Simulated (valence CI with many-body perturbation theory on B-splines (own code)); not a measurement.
Values are calculated unless marked as measured or tabulated.
**Nd LIII: what each term of the Hamiltonian does**

Method: configuration interaction combined with many-body perturbation theory (CI+MBPT): six valence electrons over a frozen Dirac-Fock core [He], radial functions for each j: 9 s, 9 p, 8 d, 6 f, 3 g, 1 h, with the one-electron correlation potential Σ1, the two-electron term Σ2, the three-electron term Σ3, Breit, model QED; selected CI, second order for the rest, scaled by the run's own slope (own B-spline code, finite nucleus).

The last digits are not significant, and no measured levels were compared; by estimate large intervals hold to a few tenths of a per cent, small ones and those within an open d or f shell to about a per cent. Among the levels kept, up to 2400 cm⁻¹ of a level comes from second order outside the variational space, and about a tenth of that is noise between levels of different J, which matters for small intervals.

Each rung adds one term. CI alone is the Dirac-Coulomb CI over the frozen core; QED comes last and gives the full result, which names the levels. Energies are above (2s^2 2p1/2^2 2p3/2^2) J=2 on the same rung, in × 10³ cm⁻¹.

Levels are named by their leading jj configuration (3d3/2^4 stands for four electrons in 3d with j = 3/2), which in mixed levels can hold well under half, so a name can repeat and another be missing.

```
                         Level  CI alone     Σ1     Σ2     Σ3    Breit      QED    Full
    (2s^2 2p1/2^2 2p3/2^2) J=0    324.50  +0.01  +1.84  -0.34   +33.43    -0.47  358.96
      (2s^2 2p1/2 2p3/2^3) J=1    4370.3  +0.99  +0.29  -0.22   -44.37    +7.45  4334.4
      (2s^2 2p1/2 2p3/2^3) J=2    4544.9  +1.00  +0.54  -0.46   -76.85    +7.45  4476.6
      (2s 2p1/2^2 2p3/2^3) J=2    6822.2  -1.19  -2.42  -1.45    -1.53   -60.84  6754.8
      (2s 2p1/2^2 2p3/2^3) J=1    7315.9  -1.18  -3.39  -2.40    +7.90   -61.05  7255.7
            (2s^2 2p3/2^4) J=0    9029.2  +1.97  +2.20  -0.75  -102.81   +13.91  8943.8
        (2s 2p1/2 2p3/2^4) J=0     11266  -0.20  -0.87  -1.65   -48.28   -53.56   11161
        (2s 2p1/2 2p3/2^4) J=1     11554  -0.21  -2.33  -2.29   -63.81   -53.73   11432
         (2p1/2^2 2p3/2^4) J=0     14397  -2.35  -5.63  -4.01   +13.52  -120.93   14277
   (2s^2 2p1/2^2 2p3/2 3s) J=2     45064  +2.15  +0.72  -1.50   -47.88   +13.07   45031
   (2s^2 2p1/2^2 2p3/2 3s) J=1     45120  +2.14  +1.01  -1.51   -45.97   +12.85   45089
(2s^2 2p1/2^2 2p3/2 3p1/2) J=1     45774  +1.69  +0.98  -1.50   -22.47    -6.55   45746
(2s^2 2p1/2^2 2p3/2 3p1/2) J=2     45797  +1.69  +0.71  -1.50   -31.19    -6.41   45761
(2s^2 2p1/2^2 2p3/2 3p3/2) J=3     47039  +1.91  +0.92  -1.50   -52.50    -4.38   46983
(2s^2 2p1/2^2 2p3/2 3p3/2) J=1     47037  +1.91  +0.65  -1.51   -49.04    -4.29   46985
(2s^2 2p1/2^2 2p3/2 3p3/2) J=2     47210  +1.91  +0.31  -1.51   -47.20    -4.27   47159
(2s^2 2p1/2^2 2p3/2 3p3/2) J=0     47355  +1.91  +1.74  -1.50   -34.59    -4.51   47318
(2s^2 2p1/2^2 2p3/2 3d3/2) J=2     47796  +2.22  +1.12  -1.44   -48.89    -6.39   47742
(2s^2 2p1/2^2 2p3/2 3d3/2) J=3     47856  +2.22  +1.21  -1.47   -58.17    -6.34   47794
```

The middle columns are the shifts that each term adds.

Question: How does the ionisation energy move along the ladder, and which term matters most?

Answer: CI alone 10298, + Σ1 10298, + Σ2 10298, + Σ3 10298, + Breit 10290, + QED 10289 eV. The largest step is Breit, -9 eV. NIST lists 10288 ± 4 eV (theoretical).
